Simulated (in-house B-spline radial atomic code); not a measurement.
The numbers below are computed, except where a source is named.
Rh in an electron gas of r_s = 1.8: phase shifts, screening and friction

A nucleus sits in a uniform electron gas with a rigid positive background. The Kohn-Sham equations are solved self-consistently in the spin-unpolarised LDA (PW92), non-relativistic, on B-splines with outgoing waves at the boundary and partial waves to l = 8. The model has no lattice, no bands and no magnetic solution. Atomic units; δ_l are the phase shifts at the Fermi level, counted so that each bound state adds π, and good to about 0.0005.

The density parameter is r_s = 1.8 bohr.

```csv
l,δ_l (rad)
0,11.9247
1,9.3874
2,5.8739
3,0.1289
4,0.0264
5,0.0055
6,0.0012
7,0.0001
8,-0.0001
```

Bound levels below the band bottom (hartree): s -20.14, p -16.79, d -10.59, s -2.277, p -1.271 and deeper ones.

(1) Check the Friedel sum rule, and say where the screening charge sits.

(2) Find the transport cross section and the electronic stopping of a 5 keV Rh ion (mass 102.91 u).

## Answers

(1) k_F = (9π/4)^(1/3)/r_s = 1.06620. The rule is Z = (2/π) Σ (2l + 1) δ_l. The terms are s 7.591, p 17.929, d 18.697, f 0.574 and 0.200 beyond, in all 44.991 against Z = 45. Bound states hold 8 s, 18 p, 10 d electrons, so the scattering states carry 8.99 in all; where a term is smaller than its bound count, the bound level has drawn weight out of the band.

(2) σ_tr = (4π/k_F²) Σ (l + 1) sin²(δ_l − δ_(l+1)). The terms for l = 0 to 3 are 0.3228, 0.2641, 0.7882, 0.0419, all together 1.4193, so σ_tr = 11.054 × 1.4193 = 15.690 bohr². With n = 3/(4π r_s³) = 0.04093, the friction coefficient is Q = n k_F σ_tr = 0.6848. For v well below v_F = 1.066, dE/dx = Q v; with 24801 eV per u at v = 1, v = √(5000/(24801 × 102.91)) = 0.0443, so dE/dx = 0.03031 hartree/bohr = 15.6 eV/nm. The largest term couples the d and f waves.
